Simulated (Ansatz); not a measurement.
The cluster PbSe₂⁺. Charge 1, multiplicity 2. Geometry r2SCAN-D4/def2-TZVP; atoms count from 1.

```xyz
3

Pb    0.000    0.000    0.000
Se   -1.700   -0.324    1.666
Se    1.700    0.324   -1.666
```

In the def2 sets Pb takes a core potential; there is no spin–orbit coupling. Another isomer (doublet) lies 2.60 eV lower at PBE0-D4/def2-TZVP; other spin states weren't run for this one.

Q: Estimate the Mulliken populations from the PBE0/def2-TZVP orbitals of Ansatz.

A: 
```csv
atom,charge (e),spin (α − β)
Pb1,0.87,-0.25
Se2,0.06,0.63
Se3,0.06,0.63
```
Mulliken values and Mayer orders depend strongly on the basis.

Q: Where does the spin sit?

A: Summed by element: Pb -0.25, Se 1.25, of 1 unpaired in all. Largest on single atoms: Se2 0.63, Se3 0.63, Pb1 -0.25.

Q: And the Mayer bond orders between bonded heavy atoms (over 0.3)?

A: Pb1–Se2 1.56 (2.40 Å); Pb1–Se3 1.56 (2.40 Å). Values over 0.3 also appear between atoms too far apart for a bond (Se2–Se3 0.48 at 4.80 Å); they arise where an orbital or an unpaired electron spreads over both atoms.
